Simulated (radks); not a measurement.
Q: The phosphorus ion P5+ is in [Ne]. Calculated with a radial shooting solver on a logarithmic mesh with Libxc functionals: non-relativistic Kohn-Sham, PBE, spin-polarised, spherical densities, point nucleus. Open shells are filled with parallel spins first. One electron is removed from 2p, 2s, 1s in turn, with full relaxation. Which removal costs least, and what does each cost?

A: 2p 220.77 eV; 2s 267.47 eV; 1s 2230.1 eV. The 2p electron leaves first.
